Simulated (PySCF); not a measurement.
**CH4N, SMILES `[NH]C` (charge 0, multiplicity 2)**

Method: PySCF with PBE-D3(BJ)/def2-TZVP // PBE0-D4/def2-TZVP.

```yaml
highest_occupied_spin_orbital: -6.08 eV
dipole_moment: 2.01 D
total_energy: -95.1031 Ha
cost: very roughly 100 core-seconds
```

```xyz
6

C     -0.3618     0.0670    -0.0160
N      1.0058     0.4826     0.0174
H     -0.6277    -0.5097     0.8836
H     -1.0270     0.9295    -0.0835
H     -0.5637    -0.6010    -0.8674
H      1.5745    -0.3684     0.0659
```
Charge 0, spin multiplicity 2.
